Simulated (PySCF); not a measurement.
C$_{4}$H$_{8}$O (SMILES C1CCOC1), singlet, at a GFN2-xTB geometry; PBE0/STO-3G (PySCF).

The PySCF input:
```python
from pyscf import gto, scf, dft

mol = gto.M(
    atom='''
C    -0.14951409    1.22743807   -0.21133895
C     1.03239784    0.53846414    0.46684740
C     0.84322136   -0.90563503    0.00313845
O    -0.55256836   -1.10617076   -0.15121029
C    -1.22416573    0.14359317   -0.11991759
H    -0.45054046    2.14977571    0.27968171
H     0.08631535    1.43951081   -1.25488009
H     1.99653334    0.94504278    0.17083741
H     0.93514390    0.60330060    1.55126604
H     1.22175649   -1.64089471    0.71825128
H     1.33785285   -1.07121204   -0.96464259
H    -1.78029510    0.22418567    0.82463701
H    -1.93785576    0.17649535   -0.94784448
''',
    basis='sto-3g',
    verbose=4,
)

mf = dft.RKS(mol)
mf.xc = 'pbe0'
mf.kernel()
```

Output, abridged:

```
PySCF version 2.14.0

[INPUT] verbose = 4
[INPUT] num. atoms = 13
[INPUT] num. electrons = 40
[INPUT] charge = 0
[INPUT] spin (= nelec alpha-beta = 2S) = 0
[INPUT] symmetry False subgroup None
[INPUT] Mole.unit = angstrom
[INPUT] Symbol           X                Y                Z      unit          X                Y                Z       unit  Magmom
[INPUT]  1 C     -0.149514090000   1.227438070000  -0.211338950000 AA   -0.282540681864   2.319521787165  -0.399372734953 Bohr   0.0
[INPUT]  2 C      1.032397840000   0.538464140000   0.466847400000 AA    1.950949169193   1.017549752499   0.882213727965 Bohr   0.0
[INPUT]  3 C      0.843221360000  -0.905635030000   0.003138450000 AA    1.593457432783  -1.711402175512   0.005930810956 Bohr   0.0
[INPUT]  4 O     -0.552568360000  -1.106170760000  -0.151210290000 AA   -1.044202865500  -2.090359783402  -0.285746035316 Bohr   0.0
[INPUT]  5 C     -1.224165730000   0.143593170000  -0.119917590000 AA   -2.313337960778   0.271351764658  -0.226611402618 Bohr   0.0
[INPUT]  6 H     -0.450540460000   2.149775710000   0.279681710000 AA   -0.851398077436   4.062487321142   0.528521833950 Bohr   0.0
[INPUT]  7 H      0.086315350000   1.439510810000  -1.254880090000 AA    0.163112371846   2.720281184251  -2.371379689270 Bohr   0.0
[INPUT]  8 H      1.996533340000   0.945042780000   0.170837410000 AA    3.772901211163   1.785872030198   0.322835916730 Bohr   0.0
[INPUT]  9 H      0.935143900000   0.603300600000   1.551266040000 AA    1.767165858058   1.140072904786   2.931467961939 Bohr   0.0
[INPUT] 10 H      1.221756490000  -1.640894710000   0.718251280000 AA    2.308785157010  -3.100841601148   1.357298207818 Bohr   0.0
[INPUT] 11 H      1.337852850000  -1.071212040000  -0.964642590000 AA    2.528175481469  -2.024297376937  -1.822910303191 Bohr   0.0
[INPUT] 12 H     -1.780295100000   0.224185670000   0.824637010000 AA   -3.364270159905   0.423649517352   1.558338101080 Bohr   0.0
[INPUT] 13 H     -1.937855760000   0.176495350000  -0.947844480000 AA   -3.662016655311   0.333527873759  -1.791166475881 Bohr   0.0

nuclear repulsion = 191.371533464623
number of shells = 23
number of NR pGTOs = 99
number of NR cGTOs = 33
basis = sto-3g
ecp = {}

******** <class 'pyscf.dft.rks.RKS'> ********
method = RKS
initial guess = minao
damping factor = 0
level_shift factor = 0
DIIS = <class 'pyscf.scf.diis.CDIIS'>
diis_start_cycle = 1
diis_space = 8
diis_damp = 0
SCF conv_tol = 1e-09
SCF conv_tol_grad = None
SCF max_cycles = 50
direct_scf = True
direct_scf_tol = 1e-13
XC library pyscf.dft.libxc version 7.1.2
    S. Lehtola, C. Steigemann, M. J. T. Oliveira, and M. A. L. Marques,  SoftwareX 7, 1–5 (2018)
XC functionals = pbe0
    C. Adamo and V. Barone,  J. Chem. Phys. 110, 6158 (1999)
    M. Ernzerhof and G. E. Scuseria,  J. Chem. Phys. 110, 5029 (1999)
radial grids:
    Treutler-Ahlrichs [JCP 102, 346 (1995); DOI:10.1063/1.469408] (M4) radial grids

becke partition: Becke, JCP 88, 2547 (1988); DOI:10.1063/1.454033
pruning grids: <function nwchem_prune>
grids dens level: 3
symmetrized grids: False
atomic radii adjust function: <function treutler_atomic_radii_adjust>
small_rho_cutoff = 0
Set gradient conv threshold to 3.16228e-05
Initial guess from minao.
tot grids = 149024
init E= -229.917234671528
  HOMO = -0.27213436565543  LUMO = 0.188862209819202  gap/eV = 12.54436
cycle= 1 E= -229.24387705605  delta_E= 0.673  |g|= 0.416  |ddm|=  4.4
  HOMO = 0.000428283032582466  LUMO = 0.33158678395163  gap/eV = 9.01128
cycle= 2 E= -229.248582716631  delta_E= -0.00471  |g|= 0.429  |ddm|= 1.16
  HOMO = -0.126428110541993  LUMO = 0.313193540816233  gap/eV = 11.96271
cycle= 3 E= -229.3027855621  delta_E= -0.0542  |g|= 0.0199  |ddm|= 0.575
  HOMO = -0.132800826494172  LUMO = 0.305816854753956  gap/eV = 11.93540
cycle= 4 E= -229.302892798947  delta_E= -0.000107  |g|= 0.00948  |ddm|= 0.0416
  HOMO = -0.131509075377462  LUMO = 0.308100896481258  gap/eV = 11.96240
cycle= 5 E= -229.302921254164  delta_E= -2.85e-05  |g|= 0.000503  |ddm|= 0.0133
  HOMO = -0.131346544607168  LUMO = 0.308184060574572  gap/eV = 11.96024
cycle= 6 E= -229.302921321712  delta_E= -6.75e-08  |g|= 0.000224  |ddm|= 0.000981
  HOMO = -0.131386403041697  LUMO = 0.308150608447233  gap/eV = 11.96041
cycle= 7 E= -229.302921337668  delta_E= -1.6e-08  |g|= 1.27e-05  |ddm|= 0.000333
  HOMO = -0.131382363044045  LUMO = 0.308151992383262  gap/eV = 11.96034
cycle= 8 E= -229.302921337731  delta_E= -6.3e-11  |g|= 5.18e-07  |ddm|= 2.18e-05
  HOMO = -0.131382391527709  LUMO = 0.308151983507724  gap/eV = 11.96034
Extra cycle  E= -229.30292133773  delta_E= 5.68e-13  |g|= 1.32e-07  |ddm|= 1.51e-06
converged SCF energy = -229.30292133773
```
